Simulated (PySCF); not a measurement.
## SbOBr₃, singlet: molecular constants

All numbers come from PySCF, PBE0, basis Sb def2-SVP with ECP28, O def2-SVP, Br def2-SVP (scalar-relativistic core potentials, no spin–orbit coupling, density fitting).

The structure is a minimum.

```xyz
5
charge 0 multiplicity 1, angstrom
Sb    0.0000   -0.5003   -0.3539
O     0.0000   -1.9845   -1.4037
Br    1.9291   -0.2536    1.1848
Br   -1.9291   -0.2536    1.1848
Br    0.0000    1.6759   -1.5430
```

- Point group: C3v
- Bond lengths: Sb–Br 2.480 Å (×3), Sb–O 1.818 Å
- Bond angles: Br–Sb–Br 102.1° (×3), Br–Sb–O 116.1° (×3)
- Enthalpy at 298.15 K above 0 K: 22.96 kJ/mol
- Heat capacity Cp at 298.15 K: 97.7 J/(mol K)
- Zero-point energy: 13.5 kJ/mol
- Rotational constants: 0.02158, 0.02158, 0.01435 cm⁻¹
- Principal polarisabilities: 75.5, 95.0, 95.0 bohr³
- Atomisation energy without zero-point energy: 991 kJ/mol
- Lowest empty level: -4.25 eV
- Entropy at 298.15 K and 1 bar: 396.3 J/(mol K)
- Principal quadrupole moments (Buckingham, traceless) about the centre of mass: -11.01, 5.51, 5.51 D Å
- Dipole moment: 2.55 D
- Rotational symmetry number: 3
- Highest occupied level: -8.70 eV

Harmonic modes (masses in u: Sb 120.904, O 15.995, Br 78.918):
```csv
symmetry,ω (cm⁻¹),"IR (km/mol, summed over degenerate members)",type
e,74,0.2,bend
a1,101,1.3,bend
e,171,35.1,bend
a1,248,7.3,stretch
e,278,131,mixed
a1,856,35.8,stretch
```

In C3v the vibrations span 3e + 3a1.

Charges (e):
| atom | Mulliken | Löwdin | polar tensor | Mayer order to Sb1 |
| --- | --- | --- | --- | --- |
| Sb1 | 1.04 | 0.62 | 1.98 | – |
| O2 | -0.49 | -0.46 | -0.64 | 1.75 |
| Br3,4,5 | -0.18 | -0.05 | -0.45 | 0.94 |

Mulliken populations on Sb1 (electrons outside its core potential): s 3.33, p 8.15, d 10.48.

Counting electrons, antimony keeps none of its valence electrons outside its bonds, so the VSEPR class is AX4 and the expected shape is tetrahedral; with unlike ligands the computed point group is C3v.

Other isomers or separated fragments may lie lower.

The final relaxation and frequency run took 81 s on 4 threads of a shared Arm Neoverse V1 host, with 136 basis functions and 11 gradients; the process peaked at 1.7 GiB.
